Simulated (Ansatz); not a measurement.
Born–Oppenheimer molecular dynamics of AlH₆NOSi (10 atoms, charge 0, multiplicity 1). It starts from a relaxed structure.

Computed with RKS BLYP-D4/cc-pVDZ in Ansatz 0.2.0.

| Item | Value |
| --- | --- |
| ensemble | NVT, Nosé–Hoover chain |
| time step | 0.25 fs |
| steps asked | 250 |
| set temperature | 1500 K |
| thermostat | time constant 100 fs, chain length 3 (defaults) |
| seed | 451694 |

First frame:

```xyz
10
Properties=species:S:1:pos:R:3
Al -0.184 -0.126 0.163
N -0.083 0.187 1.924
H -0.851 0.565 2.486
H 0.738 0.027 2.515
O 1.220 -0.761 -0.635
Si 2.490 -1.517 -1.432
H 1.967 -2.555 -2.393
H 3.290 -0.499 -2.204
H 3.400 -2.196 -0.439
H -1.512 0.174 -0.644
```

Q: How far do the bonds stretch over the last three quarters of this one trajectory? (Pairs bonded in most of those frames.)

A: 
```json
{"bond": "Al1–N2", "mean (Å)": "1.810", "spread (Å)": "0.050", "shortest": "1.73", "longest": "1.88"}
{"bond": "Al1–O5", "mean (Å)": "1.788", "spread (Å)": "0.057", "shortest": "1.71", "longest": "1.88"}
{"bond": "Al1–H10", "mean (Å)": "1.616", "spread (Å)": "0.052", "shortest": "1.53", "longest": "1.71"}
{"bond": "N2–H3", "mean (Å)": "1.028", "spread (Å)": "0.025", "shortest": "0.99", "longest": "1.07"}
{"bond": "N2–H4", "mean (Å)": "1.028", "spread (Å)": "0.022", "shortest": "0.99", "longest": "1.06"}
{"bond": "O5–Si6", "mean (Å)": "1.700", "spread (Å)": "0.078", "shortest": "1.58", "longest": "1.82"}
{"bond": "Si6–H7", "mean (Å)": "1.517", "spread (Å)": "0.060", "shortest": "1.43", "longest": "1.60"}
{"bond": "Si6–H8", "mean (Å)": "1.549", "spread (Å)": "0.112", "shortest": "1.37", "longest": "1.70"}
{"bond": "Si6–H9", "mean (Å)": "1.514", "spread (Å)": "0.028", "shortest": "1.47", "longest": "1.56"}
```

Mean temperature of the second half: 841 K. The conserved energy stayed within 0.11 meV per atom of its start (net change 0.075 meV per atom), so the integration is sound. The mean temperature of the second half is 44 % below the set value. A run of 0.062 ps of so small a system gives no equilibrium averages.

The run took 7.1 min on 2 threads of Arm Neoverse V1 (shared host), peak memory 0.13 GiB.
